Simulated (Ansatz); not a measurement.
Which method gave which barrier?

Saddle point of BNH3ClF2, closed shell (BNH₂F₂ ([NH2][B]([F])[F]) + HCl → BClF₂ ([F][B]([F])[Cl]) + NH₃ (still joined by a long B–N bond); bonds formed: B1–Cl6, N2–H5; bonds broken: H5–Cl6; bonds weakened to dative contacts: B1–N2), PBE0-D4/def2-TZVP structure:

B1  (-0.385, -0.731, 0.041)
N2  (-0.278, 0.767, -0.024)
F3  (-0.645, -1.377, -1.072)
F4  (-0.580, -1.283, 1.217)
H5  (0.958, 0.615, -0.053)
Cl6  (2.144, -0.450, -0.042)
H7  (-0.631, 1.195, -0.871)
H8  (-0.584, 1.265, 0.804)
(Å)

Ansatz 0.2.0; basis: def2-TZVPP, with def2-QZVPP for the basis limit; cores frozen in the correlated methods. Extrapolation: Hartree–Fock as exp(−7.88 √X), correlation as X^−2.97. Four methods, as single points on the PBE0-D4 structures, gave these electronic barriers from the start structure: 50.8, 58.3, 68.9, 105.5 kJ/mol.

Problem. The methods were, in alphabetical order, HF, MP2, PBE-D4, PBE0-D4. Which gave which? (Judge from chemistry; the calculation decides.)

Solution. Computed: PBE-D4 50.8; PBE0-D4 58.3; MP2 68.9; HF 105.5 kJ/mol. For comparison, CCSD(T) at an estimated basis limit (MP2 extrapolated from triple and quadruple zeta, plus CCSD(T) − MP2 in triple zeta) gives 70.5 kJ/mol.

The T1 diagnostic stays at or below 0.012.

Hydrogen chloride, the by-product of chloride precursors, can attack films and sites by steps of this kind.

Labels in which every atom is bracketed show which atoms are joined, not bond orders.

For scale, one of the runs: CCSD(T)/def2-TZVPP, 208 basis functions, launched by `ansatz run in.yaml --threads 4 --pin off --events-out ev --progress --plain --max-ram 9574MiB`. Hardware: 4 CPU threads of an Intel Xeon, shared host. Wall time 100 s; peak host memory 3 GiB.
